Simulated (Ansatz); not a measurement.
Total energies of Ga₁₁Sb₁₂H₃₂⁺, a nanocrystal cut from zinc blende GaSb (hydrogen-capped) from Ansatz at PBE0-D4/def2-TZVP, gas phase (1 Eh = 27.2114 eV = 2625.5 kJ/mol). The reference geometry is relaxed at PBE-D4/def2-SVP.

```xyz
55

Ga    3.621   -0.610   -4.112
Ga    4.113   -2.342    2.931
Ga    1.361    1.660    4.126
Ga    0.797    3.058   -3.716
Ga   -0.444    4.264    0.755
Ga    2.055    0.855   -0.156
Ga    0.392   -3.152   -1.446
Ga   -0.634   -1.427    2.253
Ga   -2.092    0.630   -1.067
Ga   -3.521    1.505    2.887
Ga   -5.091   -2.732    0.715
Sb    4.006   -0.777    0.695
Sb    2.669    1.496   -2.660
Sb    1.483   -2.243   -3.739
Sb    1.548    2.733    1.629
Sb    1.446   -2.894    3.099
Sb   -1.128    0.629    3.806
Sb    0.266    4.855   -1.787
Sb   -1.454    1.585   -3.488
Sb   -2.541    2.623    0.602
Sb   -0.028   -0.778   -0.246
Sb   -2.717   -3.105    1.996
Sb   -4.161   -1.046   -1.241
H     3.642   -0.164   -5.619
H     4.794   -1.202   -3.243
H     4.825   -3.671    2.496
H     4.402   -1.353    4.113
H     1.369    2.830    5.171
H     2.317    0.400    4.073
H     0.982    3.667   -5.154
H    -0.721    5.598    1.545
H     1.541   -3.823   -0.588
H    -1.028   -3.783   -1.732
H    -4.110    2.642    3.793
H    -4.258    0.204    2.365
H    -5.943   -1.802    1.645
H    -5.447   -4.068   -0.027
H     5.462    0.120    0.555
H     4.261   -1.754   -0.691
H     3.945    2.634   -2.473
H     1.653   -3.543   -4.846
H     0.173   -1.494   -4.562
H     2.916    3.771    1.527
H     1.076   -3.253    4.736
H     1.144   -4.469    2.488
H    -1.476   -0.202    5.271
H     1.662    5.847   -1.718
H    -0.795    6.039   -2.434
H    -2.780    2.469   -4.123
H    -1.458    0.315   -4.639
H    -3.762    3.539   -0.192
H    -2.015   -4.564    1.428
H    -3.065   -3.665    3.581
H    -3.799   -1.923   -2.670
H    -5.449   -0.129   -1.909
```

| state | geometry | energy (Eh) |
| --- | --- | --- |
| charge 1 singlet | reference | -24073.38192 |
| charge 2 doublet | reference | -24073.01468 |
| charge 0 doublet | reference | -24073.51967 |

In the def2 sets Sb takes a core potential; there is no spin–orbit coupling. Single mean-field runs in def2-TZVP are fitted with def2-universal-jkfit.

Work out the vertical ionisation energy to the doublet.

E(charge 2 doublet) − E(charge 1 singlet) = -24073.01468 − (-24073.38192) = 0.36724 Eh = 9.99 eV. For comparison, −ε of the highest occupied level is 9.06 eV at this level, 0.93 eV less.

Work out the vertical electron affinity, to the doublet.

E(charge 1 singlet) − E(charge 0 doublet) = -24073.38192 − (-24073.51967) = 0.13775 Eh = 3.75 eV.

Give the fundamental gap IE − EA, the Mulliken electronegativity (IE + EA)/2 and the hardness (IE − EA)/2.

From the values in Eh: IE − EA = 0.36724 − 0.13775 = 0.22949 Eh = 6.24 eV; (IE + EA)/2 = 6.87 eV; (IE − EA)/2 = 3.12 eV. The HOMO–LUMO gap of the same run is 4.56 eV, 1.68 eV smaller than the fundamental gap.
